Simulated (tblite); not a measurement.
Species: C₈H₉N₃.
Numbering: `[CH3:1][CH2:2][c:3]1[cH:4][cH:5][cH:6][c:7]2[cH:8][n:9][n:10][n:11]12` (hydrogens: H12, H13, H14 on C1; H15, H16 on C2; H17 on C4; H18 on C5; H19 on C6; H20 on C8)

Structure optimised with GFN2-xTB, isolated species.

Problem. What internal coordinates does the optimisation give?

Solution. 
```tsv
bond	length (Å)
C1–C2	1.531
C2–C3	1.494
C3–C4	1.364
C4–C5	1.413
C5–C6	1.364
C6–C7	1.403
C7–C8	1.396
C8–N9	1.331
N9–N10	1.289
N10–N11	1.329
C3–N11	1.360
C7–N11	1.384
C1–H12, C1–H13, C1–H14	1.087
C2–H15, C2–H16	1.091
C4–H17	1.078
C5–H18	1.079
C6–H19	1.078
C8–H20	1.070
```

Bonds in one row agree within 0.01 Å and their mean is given. A selection of angles:
```tsv
angle	degrees
C1–C2–C3	110.6
C2–C3–C4	125.6
C2–C3–N11	117.0
C4–C3–N11	117.4
C3–C4–C5	121.4
C4–C5–C6	120.4
C5–C6–C7	118.4
C6–C7–C8	138.1
C6–C7–N11	119.2
C8–C7–N11	102.7
C7–C8–N9	108.4
C8–N9–N10	110.4
N9–N10–N11	108.3
C3–N11–N10	126.7
C3–N11–C7	123.2
C7–N11–N10	110.1
```

Torsions: C1–C2–C3–C4 105° (anticlinal). The mirror-image conformer, all signs reversed, is as good.

The N–N distances run from 1.289 Å (N9–N10, aromatic) to 1.329 Å (N10–N11, aromatic), a spread of 0.040 Å. The 6-membered ring C3–C4–C5–C6–C7–N11 has internal angles of 117.4° to 123.2°; it is planar, 0.00 Å rms from its mean plane, widest ring torsion 1°. Of the pairs four or more bonds apart, N10···H14 is among the closest relative to their van der Waals radii: 2.59 Å, 94 % of the sum of Bondi's values. The 5-membered ring C7–C8–N9–N10–N11 has internal angles of 102.7° to 110.4°; it is planar, 0.00 Å rms from its mean plane, widest ring torsion 0°. N11 (pyrrole-type nitrogen) is planar (angles 126.7°, 123.2° and 110.1°, sum 360.0°, 0.00 Å off the plane of its three neighbours). The 3 C–N bonds span 1.331 Å (C8–N9, aromatic) to 1.384 Å (C7–N11, aromatic), a spread of 0.053 Å. The C–C distances run from 1.364 Å (C5–C6, aromatic) to 1.531 Å (C1–C2, drawn single), a spread of 0.167 Å.

Point group: C1 (no symmetry element, even within 0.4 Å). Its GFN2-xTB frequencies are all real (lowest 58 cm⁻¹). The numbers are those of one conformer.

These are computed values.
